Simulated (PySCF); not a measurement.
PBEsol on Ni⁻ (nickel, charge -1), [Ar] 3d9 4s2, 2D determinant. Computed with PySCF 2.14 in aug-cc-pVTZ (8s7p5d3f2g, 93 functions), with the non-relativistic Hamiltonian (point nucleus).

```
cycle= 1 E= -1506.56461228647  delta_E= 0.224  |g|= 1.14  |ddm|= 3.23
cycle= 2 E= -1505.25260330043  delta_E= 1.31  |g|= 3.06  |ddm|= 3.46
cycle= 3 E= -1506.73857866939  delta_E= -1.49  |g|= 0.607  |ddm|= 1.22
cycle= 4 E= -1506.81552846548  delta_E= -0.0769  |g|= 0.268  |ddm|= 1.73
cycle= 5 E= -1506.83756588342  delta_E= -0.022  |g|= 0.0342  |ddm|= 1.52
cycle= 6 E= -1506.83804425206  delta_E= -0.000478  |g|= 0.00817  |ddm|= 0.0867
cycle= 7 E= -1506.83808312274  delta_E= -3.89e-05  |g|= 0.00308  |ddm|= 0.0416
cycle= 8 E= -1506.83808591329  delta_E= -2.79e-06  |g|= 0.000491  |ddm|= 0.00401
cycle= 9 E= -1506.83808598955  delta_E= -7.63e-08  |g|= 3.28e-05  |ddm|= 0.00091
cycle= 10 E= -1506.83808598971  delta_E= -1.67e-10  |g|= 1.27e-05  |ddm|= 0.000114
converged SCF energy = -1506.83808598971  <S^2> = 0.75588125  2S+1 = 2.0058726
```

Highest occupied orbital energy: 2.082 eV; ⟨L²⟩ = 6.03; populations by l: s 8.00, p 12.00, d 9.00, f 0.00.

Task: Can this result be used?

Result: With care. The run converged. At PBEsol the highest occupied level has a positive energy, so only the finite basis holds that electron; in a semilocal or global hybrid functional this comes from self-interaction and does not mean that the real anion is unbound.
